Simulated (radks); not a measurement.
The numbers below are computed, except where a source is named.
Spin polarisation of the 3p4 shell in neutral sulfur. Start: [Ne] 3s2 3p(up 2, down 2); electrons of 3p are moved from spin down to spin up, other shells keep equal spins. Code: a radial shooting solver on a logarithmic mesh with Libxc functionals. Model: non-relativistic Kohn-Sham, TPSS, spin-polarised, spherical densities, point nucleus; meta-GGA in the generalised Kohn-Sham scheme.

moment (Bohr magnetons),E - E(0) (eV),e(3p up) (eV),e(3p down) (eV),3s down minus up (eV)
0,0.000,-7.081,-7.081,0.000
0.5,-0.059,-7.306,-6.834,0.530
1,-0.236,-7.508,-6.562,1.063
1.5,-0.532,-7.690,-6.265,1.603
2,-0.949,-7.851,-5.938,2.154

At moment 2 the spin-polarisation energy is -0.949 eV and the 3p exchange splitting 1.912 eV, that is 0.956 eV per Bohr magneton; E = -I m^2/4 would give I = 0.949 eV.
